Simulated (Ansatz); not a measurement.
Gas-phase electronic energies from Ansatz, PBE0-D4/def2-TZVP geometries. CBS: MP2 limit from def2 TZ/QZ plus the TZ coupled-cluster correction, frozen cores. This one scheme is used for every species. DFT in def2-TZVPP. B3LYP here is the variant with VWN-RPA as its local correlation; programs differ in this. For Se outer-core shells are correlated without core-valence functions, which leaves a few kJ/mol of doubt a bond. Scalar relativity is left out up to krypton.

Consider the cleavage of the Si–Si bond: `[SiH3][SiH]1C[Se]1` + HCl → `Cl[SiH]1C[Se]1` + SiH₄.

`[SiH3][SiH]1C[Se]1`:

Cartesian coordinates in Å:
```
Si 1.710 -0.492 0.321
Si -0.615 -0.438 0.345
C -1.468 0.994 -0.453
Se -1.623 -0.615 -1.646
H 2.182 -1.887 0.123
H 2.166 0.358 -0.808
H 2.273 0.028 1.597
H -1.306 -1.054 1.505
H -0.887 1.789 -0.909
H -2.432 1.317 -0.074
```

HCl:

Z-matrix (Å, degrees):
```
Cl
H 1 1.279
```

`Cl[SiH]1C[Se]1`:

```xyz
7

Cl    2.135   -1.258    0.484
Si    0.453   -0.130    0.712
C    -0.669    0.067   -0.717
Se    0.262    1.828   -0.288
H    -0.070   -0.323    2.076
H    -0.368   -0.315   -1.687
H    -1.743    0.130   -0.581
```

SiH₄:

Z-matrix (Å, degrees):
```
Si
H 1 1.485
H 1 1.485 2 109.5
H 1 1.485 2 109.5 3 -120.0
H 1 1.485 2 109.5 3 120.0
```

```json
{"level": "PBE-D4", "ΔE (kJ/mol)": "-74.4", "difference from CCSD(T)/CBS": "11.5"}
{"level": "PBE0-D4", "ΔE (kJ/mol)": "-78.0", "difference from CCSD(T)/CBS": "7.9"}
{"level": "B3LYP-D4", "ΔE (kJ/mol)": "-87.2", "difference from CCSD(T)/CBS": "-1.3"}
{"level": "ωB97X-V", "ΔE (kJ/mol)": "-87.6", "difference from CCSD(T)/CBS": "-1.7"}
{"level": "r2SCAN", "ΔE (kJ/mol)": "-87.5", "difference from CCSD(T)/CBS": "-1.6"}
{"level": "MP2/def2-TZVPP", "ΔE (kJ/mol)": "-92.1", "difference from CCSD(T)/CBS": "-6.2"}
{"level": "SCS-MP2/def2-TZVPP", "ΔE (kJ/mol)": "-93.7", "difference from CCSD(T)/CBS": "-7.8"}
{"level": "CCSD(T)/def2-TZVPP", "ΔE (kJ/mol)": "-83.9", "difference from CCSD(T)/CBS": "2.0"}
{"level": "HF/def2-QZVPP", "ΔE (kJ/mol)": "-104.0", "difference from CCSD(T)/CBS": "-18.1"}
{"level": "MP2/def2-QZVPP", "ΔE (kJ/mol)": "-93.4", "difference from CCSD(T)/CBS": "-7.5"}
{"level": "CCSD(T)/CBS", "ΔE (kJ/mol)": "-85.9", "difference from CCSD(T)/CBS": "0"}
```

Largest T1 diagnostic among the species: 0.012.

From PBE to PBE0 (25 % exact exchange), in def2-TZVPP and without D4, ΔE moves by −3.5 kJ/mol. In def2-TZVPP, CCSD(T) changes the Hartree–Fock value by +19.5 kJ/mol (the triples alone add +1.8 kJ/mol) and MP2 by +11.3 kJ/mol. The D4 term adds +3.3 kJ/mol with B3LYP and +2.1 kJ/mol with PBE0; it sums over pairs of atoms, weighted by their polarisabilities, and B3LYP, whose exchange is more repulsive, gets the larger term.
